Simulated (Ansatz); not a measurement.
HOSi, doublet, at a GFN2-xTB geometry; BLYP/6-31G** in Ansatz (a quantum-chemistry and plane-wave program).

Here is a job for Ansatz.
Ansatz 0.2 input:
```yaml
crystal:
  periodic: [false, false, false]
  atoms:
    - {symbol: O, position_ang: [0.93516458, -0.41718063, -0.00427454]}
    - {symbol: Si, position_ang: [-0.41130666, 0.26471841, 0.00831062]}
    - {symbol: H, position_ang: [-1.72302340, -0.36861259, -0.08215239]}
basis:
  gaussian:
    orbitals: 6-31G__.json
hamiltonian:
  xc: blyp
magnetization: {spin_polarized: true, initial_magnetization: 1}
accuracy: high
```
The basis file holds 6-31G** in the JSON format of the Basis Set Exchange.

Task: What does Ansatz print? Leave out banner, timings and long lists.

Result: 
```
Functional definition: BLYP
709 factors; integrals over basis functions are off by at most 3.5e-9 eV
mean field evaluation 1: about -9928.7255 eV, gradient 5.0e1 eV
mean field evaluation 2: about -9779.9954 eV, gradient 1.4e2 eV
mean field evaluation 4: about -9937.6936 eV, gradient 1.3e1 eV
mean field evaluation 8: about -9938.5948 eV, gradient 4.1e-1 eV
mean field evaluation 16: about -9938.5930 eV, gradient 1.0e-4 eV
mean field -9938.59301790 eV, -365.2365567875 hartree, gradient 6.1e-8 eV, S^2 0.752458; 0 other end points of the search recorded, 0 dependent functions left out
reference -9938.59305676 eV, -365.2365582156 hartree; 12, 11 occupied and 27, 28 virtual orbitals, 709 factors
Total energy: -9938.59305676 eV, -365.2365582156 hartree
```
